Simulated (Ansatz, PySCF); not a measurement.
Al(H)(OMe)(SeH) (CH5AlOSe), SMILES C[O][AlH][SeH].

The structure is a stationary point at PBE-D3(BJ)/def2-SVP. One conformer was computed; it need not be the lowest.

Vertical ionisation energy (IE) and electron affinity (EA) in eV. Rows of orbital energies are one-electron estimates. Where ΔSCF, EOM or ADC give a negative EA the extra electron is unbound and the value depends on the basis.

| level | IE | EA |
|---|---|---|
| −ε(HOMO), −ε(LUMO), M06-2X/def2-TZVP (PySCF) | 8.42 | 0.17 |
| −ε(HOMO), −ε(LUMO), PBE/def2-TZVP (PySCF) | 6.17 | 1.48 |
| ΔSCF, PBE0/def2-SVPD (Ansatz), final states of multiplicity 2 and 2 | 9.42 | -0.66 |
| ΔSCF, PBE/def2-SVPD (Ansatz), final states of multiplicity 2 and 2 | (withheld) | (withheld) |

Task: Fill in the missing entries. (The exact figures need the calculation; the answer reports its results.)

Result: 
- ΔSCF, PBE/def2-SVPD (Ansatz, an electronic-structure program), final states of multiplicity 2 and 2, IE: 9.08
- ΔSCF, PBE/def2-SVPD (Ansatz), final states of multiplicity 2 and 2, EA: -0.52

Task: What vertical singlet–triplet gap does ΔSCF give with PBE0/def2-SVPD (Ansatz) and with PBE/def2-SVPD (Ansatz)? (The exact figures need the calculation; the answer reports its results.)

Result: 5.05 and 4.73 eV (triplet above singlet where positive).
